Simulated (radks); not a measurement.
Results of a calculation; reference values are marked as such.
Problem. Excited configurations of Sm3+: one electron is placed in a higher orbital outside [Xe] 4f4. The ground configuration is [Xe] 4f5. Code: a radial shooting solver on a logarithmic mesh with Libxc functionals. Model: Dirac Kohn-Sham, PBE, spin-unpolarised, spherical densities, finite nucleus; open shells fill j = l - 1/2 first; Fermi nuclear charge, rms radius 5.0819 fm. Excitation = E - E(ground); binding = E(ion) - E, where the ion is the core of charge +4; n* = 4/sqrt(2 binding) in atomic units, and the quantum defect is n - n*.

| outer orbital | excitation (eV) | binding (eV) | n* | quantum defect | eigenvalue (eV) | <r> (bohr) |
|---|---|---|---|---|---|---|
| 5d3/2 | 10.393 | 31.717 | 2.620 | 2.380 | -26.477 | 2.105 |
| 5f5/2 | 27.821 | 14.289 | 3.903 | 1.097 | -11.827 | 4.164 |
| 6s1/2 | 14.373 | 27.737 | 2.802 | 3.198 | -24.270 | 3.082 |
| 6p1/2 | 19.221 | 22.889 | 3.084 | 2.916 | -19.922 | 3.498 |
| 6d3/2 | 26.548 | 15.562 | 3.740 | 2.260 | -13.580 | 4.717 |
| 6f5/2 | 32.676 | 9.434 | 4.804 | 1.196 | -8.179 | 7.311 |
| 7p1/2 | 28.997 | 13.113 | 4.074 | 2.926 | -11.650 | 6.199 |
| 7d3/2 | 32.327 | 9.783 | 4.717 | 2.283 | -8.641 | 7.868 |
| 7f5/2 | 35.528 | 6.582 | 5.751 | 1.249 | -5.821 | 11.19 |

Estimate the row for 7s1/2.

Solution. excitation (eV) 27.031; binding (eV) 15.079; n* 3.800; quantum defect 3.200; eigenvalue (eV) -13.456; <r> (bohr) 5.584. The Delta-SCF ionisation energy is 42.110 eV (NIST Atomic Spectra Database: 41.6 eV, semi-empirical). Self-interaction in the functional shifts the binding energies and quantum defects, so they are the method's values and not measured ones. Spin polarisation and multiplet splitting are left out, so open shells lie too high by an amount that depends on their filling.

Beside tabulated values, note that spin-unpolarised runs miss the spin-polarisation part of the exchange energy of open shells.
